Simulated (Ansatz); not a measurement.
A relaxation, step by step

C2H2Br (SMILES [Br-].C#C) (charge -1), singlet, PBE0-D4/def2-TZVPD (Ansatz 0.2.0). Settings:

```yaml
hamiltonian: {xc: pbe0, dispersion: d4}
relax: {f_tol: 0.005, max_steps: 200}
```

Start (the SMILES describes the start alone):

```xyz
5
angstrom
Br -0.0910 2.0819 -2.5481
C 0.0061 -0.1384 0.1692
C 0.0399 -0.9126 1.1170
H -0.0248 0.5635 -0.6904
H 0.0698 -1.5944 1.9524
```

```tsv
step	energy less the last (meV)	largest force component (eV/Å)
1	32.5	1.280
2	1.5	0.159
3	0.4	0.039
4	0.0	0.032
5	0.0	0.004
```

Step 2, positions (Å) and forces (eV/Å):

| atom | x | y | z | Fx | Fy | Fz |
| --- | --- | --- | --- | --- | --- | --- |
| Br1 | -0.091 | 2.070 | -2.534 | -0.001 | 0.020 | -0.024 |
| C2 | 0.006 | -0.142 | 0.174 | -0.006 | 0.122 | -0.151 |
| C3 | 0.039 | -0.903 | 1.105 | 0.005 | -0.098 | 0.122 |
| H4 | -0.024 | 0.553 | -0.677 | 0.006 | -0.130 | 0.159 |
| H5 | 0.069 | -1.578 | 1.932 | -0.004 | 0.086 | -0.106 |

Step 3, positions (Å) and forces (eV/Å):

| atom | x | y | z | Fx | Fy | Fz |
| --- | --- | --- | --- | --- | --- | --- |
| Br1 | -0.091 | 2.074 | -2.539 | -0.001 | 0.016 | -0.020 |
| C2 | 0.006 | -0.143 | 0.175 | -0.002 | 0.021 | -0.027 |
| C3 | 0.039 | -0.904 | 1.106 | 0.000 | 0.004 | -0.003 |
| H4 | -0.024 | 0.549 | -0.672 | 0.002 | -0.032 | 0.039 |
| H5 | 0.069 | -1.576 | 1.930 | 0.000 | -0.009 | 0.010 |

Step 4, positions (Å) and forces (eV/Å):

```tsv
atom	x	y	z	Fx	Fy	Fz
Br1	-0.091	2.089	-2.557	0.000	-0.002	0.003
C2	0.007	-0.147	0.179	-0.002	0.026	-0.032
C3	0.040	-0.907	1.110	0.001	-0.003	0.006
H4	-0.024	0.544	-0.666	0.001	-0.011	0.013
H5	0.069	-1.579	1.933	0.000	-0.009	0.011
```

Last step (5):

```csv
atom,x (Å),y (Å),z (Å)
Br1,-0.0913,2.0872,-2.5551
C2,0.0065,-0.1460,0.1788
C3,0.0396,-0.9066,1.1096
H4,-0.0237,0.5444,-0.6664
H5,0.0690,-1.5791,1.9332
```

Hardware: 2 CPU threads of an Arm Neoverse V1, shared host. Wall time about 18 s.
